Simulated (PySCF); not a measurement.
# Sb⁺ (antimony, charge +1): PBE calculation

Configuration: [Kr] 4d10 5s1 5p2 6s1, high-spin 5P determinant (an excited configuration). Computed with PySCF 2.14 in aug-cc-pVQZ-PP with one added diffuse shell each of s, p, d, f, g type with ECP28MDF (8s8p6d4f3g, 117 functions), with a scalar-relativistic core potential.

```json
{
 "Total energy": "-239.3047 hartree",
 "One-electron energy": "-408.1529 hartree",
 "Hartree (Coulomb) energy": "187.8200 hartree",
 "Exchange-correlation energy": "-18.9718 hartree",
 "⟨S²⟩": "6.0011",
 "⟨L²⟩": "3.367",
 "Sum of ⟨r⟩": "29.12 bohr",
 "Sum of ⟨r²⟩": "64.60 bohr²",
 "Traceless quadrupole moment −½Σ⟨3z² − r²⟩ along its main axis": "-7.25 e·bohr²"
}
```

```csv
shell,electrons,mean orbital energy (eV),spread (eV),"rms radius, mean of both spins (bohr)"
4s α,1,-163.82,0,0.846
4s β,1,-163.54,0,0.846
4p α,3,-116.67,0.537,0.916
4p β,3,-116.35,0.666,0.916
4d α,5,-46.970,0.505,1.11
4d β,5,-46.367,0.705,1.11
5s α,1,-25.459,0,2.21
5p α,2,-16.101,0,2.65
6s α,1,-6.643,0,5.18
```

⟨L²⟩ = 3.37 against 2 for a pure P term, so this real determinant mixes terms. Energies and moments cover only the electrons outside the core potential. The outer electron is Rydberg-like, and this basis confines it to a smaller radius and binds it less than a complete one would.
